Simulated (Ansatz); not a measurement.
Stepwise reaction of `N[Si](N)([SiH3])Cl` with hydrogen fluoride, as a gas-phase model of exchange steps in deposition or etching. ΔE in kJ/mol; ΔG adds harmonic PBE0-D4 terms to CCSD(T)/CBS, at 1 bar.

Gas-phase electronic energies from Ansatz, PBE0-D4/def2-TZVP geometries. CBS: MP2 limit from def2 TZ/QZ plus the TZ coupled-cluster correction, frozen cores. This one scheme is used for every species. Functionals use def2-TZVPP. B3LYP here is the variant with VWN-RPA as its local correlation; programs differ in this. Each species was taken in one conformer, which may not be the lowest.

```
step                                                 reaction  PBE-D4  B3LYP-D4  ωB97M-V  CCSD(T)/CBS  ΔG(400 K)
   1  `N[Si](N)([SiH3])Cl` + H–F → `N[Si](F)([SiH3])Cl` + NH₃   -75.1     -81.1    -80.8        -76.4      -78.3
   2  `N[Si](F)([SiH3])Cl` + H–F → `F[Si](F)([SiH3])Cl` + NH₃   -78.3     -83.2    -83.3        -80.2      -76.6
```

Q: By hand: ΔE of the 2 steps together at CCSD(T)/CBS.

A: (-76.4) + (-80.2) = -156.6 kJ/mol, or -78.3 kJ/mol a step.

In ΔE the steps differ by no more than 3.8 kJ/mol. All are downhill at CCSD(T)/CBS. ΔG lies between -78.3 and -76.6 kJ/mol a step. PBE-D4 differs from CCSD(T)/CBS by 1.3 to 1.9 kJ/mol a step. Isolated molecules leave out the surface, adducts and barriers. Largest T1 diagnostic: 0.012.
